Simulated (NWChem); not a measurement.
BNH2Br2; SMILES NB(Br)Br

```xyz
6

B      0.0000     0.0000    -0.6346
Br     1.6663     0.0000     0.3281
Br    -1.6663     0.0000     0.3281
N      0.0000     0.0000    -2.0197
H     -0.8549     0.0000    -2.5614
H      0.8549     0.0000    -2.5614
```
Atoms are numbered in this order, from 1.

Coordinates come from a PBE0/def2-SVP optimisation.

Spin-orbit effects, on the heavy nuclei and on their neighbours, are missing.

Task: Give the principal values of the shielding tensors (ppm) of B1, Br2, N4 from PBE0/pcSseg-1, GIAO (NWChem), with their diamagnetic and paramagnetic parts as GIAO splits them.

Result: 
```
atom     σ11     σ22     σ33  isotropic  diamagnetic  paramagnetic
----  ------  ------  ------  ---------  -----------  ------------
B1      38.8    58.1    82.5       59.8        192.8        -133.0
Br2   1951.9  2371.6  2758.9     2360.8       3124.0        -763.2
N4      56.9   175.9   208.0      146.9        318.5        -171.6
```
